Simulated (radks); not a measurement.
Ho I, configuration [Xe] 4f11 5d2 (not the ground configuration). All-electron calculation, scalar-relativistic Kohn-Sham, LDA (Slater exchange, Perdew-Wang correlation), spin-polarised, spherical densities, point nucleus; open shells are filled with parallel spins first (spin-orbit coupling, left out, can overturn this in heavy ions). Program: a radial shooting solver on a logarithmic mesh with Libxc functionals.

Local quantities along the radius. ELF = 1/(1 + alpha^2) is the electron localisation function; alpha = (tau - tau_W)/tau_unif compares the Pauli kinetic energy density with that of the uniform gas (summed over spins). tau is taken from the large components.

```
   r/bohr * ELF (the largest magnitude, 0.999, reaches the edge; | marks zero)
  0.00104 |                                                      *
  0.00123 |                                                      *
 0.001444 |                                                      *
 0.001708 |                                                      *
 0.002004 |                                                      *
 0.002371 |                                                      *
 0.002783 |                                                      *
 0.003292 |                                                      *
 0.003863 |                                                      *
 0.004569 |                                                      *
 0.005362 |                                                      *
 0.006343 |                                                      *
 0.007503 |                                                      *
 0.008805 |                                                     *
  0.01042 |                                                     *
  0.01222 |                                                    *
  0.01446 |                                                 *
  0.01697 |                                           *
  0.02007 |                                  *
  0.02356 |                        *
  0.02786 |                  *
   0.0327 |                  *
  0.03868 |                       *
  0.04539 |                               *
   0.0537 |                                      *
  0.06352 |                                        *
  0.07454 |                                     *
  0.08818 |                             *
   0.1035 |                    *
   0.1224 |                  *
   0.1436 |                          *
   0.1699 |                                    *
   0.1994 |                                        *
   0.2359 |                                   *
   0.2768 |                     *
   0.3275 |            *
   0.3874 |                     *
   0.4546 |                                  *
   0.5377 |                                       *
    0.631 |                                   *
   0.7465 |                          *
    0.876 |                  *
    1.036 |                  *
    1.216 |                         *
    1.439 |                               *
    1.688 |                              *
    1.997 |                       *
    2.343 |             *
    2.772 |      *
    3.279 |   *
    3.848 |   *
    4.552 |   *
    5.342 |   *
    6.319 |  *
    7.416 | *
    8.772 |*
    10.29 *
    12.18 *
    14.29 *
    16.91 *
```

On this mesh the ELF has minima near r = 0.033, 0.12, 0.33, 0.88 bohr, which separate the shells, and maxima near 0.064 (0.74), 0.20 (0.74), 0.54 (0.72), 1.4 (0.58).
